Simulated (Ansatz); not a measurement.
`[OH][SnH2][NH][SiH3]` + BH₃ → `[BH2][SnH2][OH]` + `N[SiH3]`  (formal exchange of groups at the Sn–N bond)

Gas-phase electronic energies from Ansatz, PBE0-D4/def2-TZVP geometries. CCSD(T)/CBS is the MP2 limit (def2-TZVPP, def2-QZVPP) plus CCSD(T) − MP2 in def2-TZVPP, frozen cores. This one scheme is used for every species. Functionals use def2-TZVPP. B3LYP here is the variant with VWN-RPA as its local correlation; programs differ in this. def2 core potentials past Kr. For Sn outer-core shells are correlated without core-valence functions, which leaves a few kJ/mol of doubt a bond. Each species was taken in one conformer, which may not be the lowest.

`[OH][SnH2][NH][SiH3]`:

```xyz
11

O    -0.636   -0.573    2.593
Sn   -1.268    0.144    0.874
N    -0.098   -0.585   -0.596
Si    1.178    0.209   -1.426
H     0.293   -0.397    2.757
H    -2.835   -0.498    0.760
H    -1.093    1.837    0.837
H    -0.236   -1.567   -0.791
H     0.990    0.208   -2.905
H     2.515   -0.395   -1.160
H     1.191    1.617   -0.944
```

BH₃:

Z-matrix (Å, degrees):
```
B
H 1 1.193
H 1 1.193 2 120.0
H 1 1.193 2 120.0 3 180.0
```

`[BH2][SnH2][OH]`:

```xyz
8

B     0.097    0.840    1.343
Sn   -0.183   -0.730   -0.239
O     0.600   -0.143   -1.959
H     0.468    1.939    1.056
H    -0.137    0.598    2.488
H    -1.843   -1.060   -0.526
H     0.644   -2.196    0.033
H     0.352    0.753   -2.195
```

`N[SiH3]`:

```xyz
7

N    -0.899   -0.200    0.539
Si    0.492    0.193   -0.394
H    -0.969    0.127    1.489
H    -1.322   -1.108    0.444
H     0.730    1.654   -0.266
H     1.758   -0.499   -0.004
H     0.210   -0.167   -1.808
```

Problem. Is it downhill or uphill in electronic energy at CCSD(T)/CBS, and by how much? (Best estimate.)

Solution. Ansatz gave: Uphill: ΔE = +30.3 kJ/mol.

Problem. What do these levels give: PBE-D4, B3LYP-D4, ωB97X-V, MP2/def2-TZVPP, SCS-MP2/def2-TZVPP, CCSD/def2-TZVPP, CCSD(T)/def2-TZVPP, MP2/def2-QZVPP, SCS-MP2/def2-QZVPP, HF/CBS(def2), MP2/CBS(def2), CCSD/CBS(def2)? (An estimate is asked.)

Solution. Ansatz gave: PBE-D4 15.1, B3LYP-D4 26.2, ωB97X-V 27.0, MP2/def2-TZVPP 35.2, SCS-MP2/def2-TZVPP 36.1, CCSD/def2-TZVPP 27.5, CCSD(T)/def2-TZVPP 29.3, MP2/def2-QZVPP 36.2, SCS-MP2/def2-QZVPP 36.8, HF/CBS(def2) 33.0, MP2/CBS(def2) 36.2, CCSD/CBS(def2) 28.5 kJ/mol.

Largest T1 diagnostic among the species: 0.014.

The D4 term adds +7.2 kJ/mol with B3LYP and +4.1 kJ/mol with PBE0; it sums over pairs of atoms, weighted by their polarisabilities, and B3LYP, whose exchange is more repulsive, gets the larger term.
